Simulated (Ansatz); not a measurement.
Reaction (ligand exchange at the In–O bond): `C[O][In]([NH2])[SH]` + H₂S → `[NH2][In]([SH])[SH]` + CH₃OH

Gas-phase electronic energies from Ansatz, PBE0-D4/def2-TZVP geometries. CCSD(T)/CBS adds triple-zeta CCSD(T) − MP2 to the extrapolated MP2 energy (def2 sets, frozen cores). This one scheme is used for every species. DFT in def2-TZVPP. def2 core potentials past Kr. For In outer-core shells are correlated without core-valence functions, which leaves a few kJ/mol of doubt a bond. Each species was taken in one conformer, which may not be the lowest.

(1) Is it downhill or uphill in electronic energy at CCSD(T)/CBS, and by how much? (Best estimate.)

(2) What do these levels give: revPBE-D4, r2SCAN-D4, B97M-V, PBE0-D4, B2PLYP, PBE-QIDH, PBE, BHLYP, CCSD/def2-SVP, CCSD/def2-TZVPP, MP2/CBS(def2), CCSD/CBS(def2)? (Estimate.)

Largest T1 diagnostic among the species: 0.015.

## Answers

(1) Computed: Downhill: ΔE = -0.67 eV.

(2) Ansatz gave: revPBE-D4 -0.67, r2SCAN-D4 -0.70, B97M-V -0.67, PBE0-D4 -0.78, B2PLYP -0.68, PBE-QIDH -0.78, PBE -0.71, BHLYP -0.75, CCSD/def2-SVP -0.63, CCSD/def2-TZVPP -0.69, MP2/CBS(def2) -0.71, CCSD/CBS(def2) -0.69 eV.

At CCSD(T), def2-SVP lies +0.06 eV from the extrapolated value and def2-TZVPP −0.00 eV. From BLYP to BHLYP (50 % exact exchange), in def2-TZVPP and without D4, ΔE moves by −0.12 eV.
